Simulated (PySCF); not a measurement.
# Dipole moment and polarisability of `C#C[Si@H](C#CC)O[SiH2]P`

Compound: C₅H₉OPSi₂.
Structure used (PBE0-D3(BJ)/def2-SVP), in Å, numbered top down from 1:
```xyz
18
C5H9OPSi2 angstrom
C     -0.4763    3.7745    0.1974
C     -0.3357    2.7499   -0.4439
Si    -0.1060    1.2108   -1.4156
C     -1.1939   -0.0806   -0.7347
C     -1.8112   -1.0086   -0.2395
C     -2.5257   -2.1204    0.3530
O      1.4650    0.7053   -1.2827
Si     2.4892    0.0097   -0.1725
P      1.4870   -1.7416    0.8578
H     -0.5999    4.6816    0.7624
H     -0.3839    1.4735   -2.8475
H     -1.8322   -2.9536    0.5497
H     -3.3198   -2.4827   -0.3179
H     -2.9903   -1.8277    1.3073
H      2.9425    1.0520    0.7968
H      3.6681   -0.5312   -0.9073
H      0.8579   -0.9348    1.8541
H      2.6560   -1.9689    1.6547
```

Level: CAM-B3LYP/def2-SVPD (PySCF), static field, nuclei fixed, core orbitals frozen in the response. The polarisability tensor in these axes (au):

```
x   132.14  11.57  -5.00
y    11.57 158.40  -7.99
z    -5.00  -7.99 116.30
```

Question: Give the principal values, the mean and the anisotropy Δα = √{½[(α1 − α2)² + (α2 − α3)² + (α1 − α3)²]}.

Answer: Principal values 114.29, 128.01 and 164.55 au; mean 135.62 au = 20.10 Å³ = 22.36 × 10⁻⁴⁰ C²·m²/J; Δα = 44.99 au (33 % of the mean).

Question: What is the dipole moment, and where does it point?

Answer: (-1.14, -0.47, 1.59) D, 2.01 D in size, pointing from the negative to the positive side. Measured along this direction, the outermost atoms are H16 at the negative end and H14 at the positive end.

Question: In a dilute gas of rigid molecules at 350 K, how does the orientational term μ²/3kT compare with the electronic polarisability?

Answer: In Gaussian units μ²/3kT = 27.94 Å³ against 20.10 Å³, a ratio of 1.39; the Debye molar polarisation (4π/3)N_A(α + μ²/3kT) is 121.2 cm³/mol, leaving out the vibrational part.

Question: Find the Langevin capture rate constant for NO+ (29.998 u) meeting this molecule (171.993 u), k = 2.342 × 10⁻⁹ cm³/s × √(α in Å³ / reduced mass in u).

Answer: The reduced mass is 25.54 u, so k = 2.08 × 10⁻⁹ cm³/s. The formula leaves out the permanent dipole, which adds to the capture rate.

Question: What molar refraction does this α imply?

Answer: Lorentz–Lorenz: R = (4π/3)N_A α = 2.5225 cm³/(mol·Å³) × 20.10 Å³ = 50.7 cm³/mol, in the limit of long wavelengths.

One conformer (not necessarily the lowest) at the PBE0-D3(BJ)/def2-SVP geometry, without solvent, vibrations or thermal averaging.
